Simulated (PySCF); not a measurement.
C3H8FNSi, SMILES C([SiH2]N)C(F)=C. Atoms are numbered in the order given.

```xyz
14

C      2.4482     0.1699     0.7361
C      1.3118     0.3471     0.0635
F      0.7092     1.5663     0.1079
C      0.5259    -0.6315    -0.7360
Si    -1.2054    -0.9684    -0.0174
N     -2.1225     0.4918    -0.1834
H      2.9527    -0.7959     0.7155
H      2.8851     0.9872     1.3118
H      1.0767    -1.5816    -0.8063
H      0.3805    -0.2440    -1.7601
H     -1.0056    -1.4826     1.3773
H     -1.8750    -2.0460    -0.8030
H     -1.6670     1.3586     0.0905
H     -3.1112     0.5095     0.0479
```
Charge 0, spin multiplicity 1.

The structure is a stationary point at B3LYP-D3(BJ)/def2-SVP. The structure was generated by enumeration, and PubChem lists no compound with its InChIKey, so it may never have been made. Other conformers were not sampled.

All values below come from PySCF with B3LYP/def2-TZVP.

ESP charges are fitted to the potential on shells at 1.4 to 2.0 van der Waals radii. Atomic charges (e):

| atom | Löwdin | Mulliken | IAO | ESP fit |
|---|---|---|---|---|
| C1 | ? | -0.33 | -0.39 | -0.74 |
| C2 | -0.34 | 0.25 | 0.32 | 0.48 |
| F3 | 0.16 | -0.23 | -0.30 | -0.19 |
| C4 | -0.34 | -0.29 | -0.57 | -0.61 |
| Si5 | ? | 0.44 | 0.96 | 0.69 |
| N6 | -0.28 | -0.62 | -0.86 | -0.98 |
| H7 | ? | 0.12 | 0.16 | 0.25 |
| H8 | ? | 0.13 | 0.16 | 0.25 |
| H9 | ? | 0.11 | 0.16 | 0.18 |
| H10 | ? | 0.12 | 0.16 | 0.20 |
| H11 | -0.05 | -0.08 | -0.18 | -0.16 |
| H12 | -0.04 | -0.07 | -0.15 | -0.13 |
| H13 | ? | 0.24 | 0.27 | 0.37 |
| H14 | ? | 0.22 | 0.27 | 0.38 |

Question: Complete the blanks. (Estimate from the structure and the level; the computed values follow.)

Answer: 
- C1, Löwdin: -0.22
- Si5, Löwdin: 0.22
- H7, Löwdin: 0.13
- H8, Löwdin: 0.13
- H9, Löwdin: 0.16
- H10, Löwdin: 0.16
- H13, Löwdin: 0.16
- H14, Löwdin: 0.15

Question: Give the Mayer and Wiberg (Löwdin basis) orders of the bonds. (The exact figures need the calculation; the answer reports its results.)

Answer: 
```tsv
bond	Mayer	Wiberg
C1–C2	1.86	2.09
C2–F3	0.98	1.64
C2–C4	1.02	1.27
C4–Si5	0.92	1.07
Si5–N6	1.14	1.54
C1–H7	0.95	0.88
C1–H8	0.96	0.88
C4–H9	0.94	0.83
C4–H10	0.92	0.82
Si5–H11	0.92	0.92
Si5–H12	0.94	0.92
N6–H13	0.91	0.95
N6–H14	0.92	0.96
```
